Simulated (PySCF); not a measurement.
# Working out the ionisation energy of O⁺

O⁺ [He] 2s2 2p3 (4S) → O²⁺ [He] 2s2 2p2 (3P). All numbers are calculated (PySCF 2.14, no relativity, point nucleus, in def2-TZVPPD). Frozen: nothing. Energies in hartree (1 hartree = 27.21139 eV):

```json
{"part": "UHF", "O⁺ (lower)": "-74.374048", "O²⁺ (upper)": "-73.103126"}
{"part": "MP2 opposite-spin", "O⁺ (lower)": "-0.084087", "O²⁺ (upper)": "-0.077048"}
{"part": "MP2 same-spin", "O⁺ (lower)": "-0.029864", "O²⁺ (upper)": "-0.013650"}
```

Question: What does Hartree-Fock give?

Answer: (-73.103126) − (-74.374048) = 1.270922 hartree = 34.584 eV.

Question: What do MP2 and SCS-MP2 (6/5 opposite-spin, 1/3 same-spin) give?

Answer: The opposite-spin parts differ by 0.192 eV and the same-spin parts by 0.441 eV. MP2: 34.584 + (0.192) + (0.441) = 35.217 eV. SCS-MP2: 34.584 + 1.2 × (0.192) + (0.441)/3 = 34.961 eV.

A first-order spin-orbit estimate adds -0.027 eV to MP2 (valence and next inner shell), giving 35.190 eV against 35.121 eV (measured; NIST Atomic Spectra Database, ionization energies).

What remains against the reference includes basis incompleteness and correlation beyond second order.
